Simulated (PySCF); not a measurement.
Computed shifts of a molecule C2H9ClOSi2, PBE/pcSseg-1 run with PySCF, GIAO, gas phase, equivalent atoms averaged, in ppm (number of nuclei): ¹³C: 8.6 (2). ²⁹Si: 31.8 (1), -36.7 (1). ¹H: 5.61 (3), 0.95 (6). References: ¹³C against TMS (σ = 182.0 ppm); ²⁹Si against TMS (σ = 335.4 ppm); ³⁵Cl against HCl (σ = 936.5 ppm); ¹⁷O against H2O (σ = 334.3 ppm); ¹H against TMS (σ = 31.49 ppm), references at their B3LYP-D3(BJ)/def2-TZVP geometries, non-relativistic (without spin–orbit terms, shifts of atoms bonded to Cl or Br come out too high). Geometry: PBE-D3(BJ)/def2-SVP. The values are those of a single conformer.

**Question.** Pick the molecule that these values belong to.
A. O[Si@@H](Cl)CC[SiH3]
B. C[Si@]([SiH3])(Cl)CO
C. C[Si](C)(Cl)O[SiH3]
D. COC[SiH2][SiH2]Cl

**Answer.** C, C[Si](C)(Cl)O[SiH3]
